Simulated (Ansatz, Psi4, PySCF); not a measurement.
H₃Cl₂FOSi₂, singlet, geometry from GFN2-xTB, atoms displaced at random by about 0.08 Å a coordinate. Base run: PBE0/STO-3G, gradient run with PySCF.

The PySCF input:
```python
from pyscf import gto, scf, dft

mol = gto.M(
    atom='''
Si   -2.26595223    0.45435432   -0.00023334
F    -3.08713550   -0.56382963   -0.94271625
O    -0.51978722    0.00428526   -0.15429627
Si    0.76823739   -0.54901110   -0.18996092
Cl    1.58804583   -0.50572706    1.77740948
Cl    1.93080600    0.87958647   -1.07413919
H    -2.54735206    0.40658272    1.36742623
H    -2.35937965    1.74720135   -0.69745771
H     0.89296010   -1.72829929   -0.88257026
''',
    basis='sto-3g',
    verbose=3,
)

mf = dft.RKS(mol)
mf.xc = 'pbe0'
mf.kernel()
g = mf.nuc_grad_method()
grad = g.kernel()
```

Programs used: Ansatz (a program for electronic structure), Psi4, PySCF; a row that names a program was run with it.

The coordinate followed is x of atom 6.

Each row names what was changed in the base input (with any setting that the change needs).

```tsv
change	dE/dx (Eh/bohr)	net force (Eh/bohr)
base	-0.029476	0.000106
finite difference step (bohr) = 0.05; conv_tol = 1e-11	-0.029491	-
grids.level = 0; grid_response = on	-0.028447	0.000000
finite difference step (bohr) = 0.01; conv_tol = 1e-11	-0.029464	-
conv_tol = 1e-4	-0.029459	0.000106
conv_tol = 1e-11	-0.029476	0.000106
code = psi4	-0.029307	0.000400
code = ansatz	-0.029468	0.000000
finite difference step (bohr) = 0.2; conv_tol = 1e-11	-0.029918	-
density fitting = on; auxbasis_response = off	-0.029160	0.002296
finite difference step (bohr) = 1e-3; conv_tol = 1e-11	-0.029463	-
grids.level = 1; grid_response = off	-0.029670	0.000507
```

The net force is zero for an exact gradient.
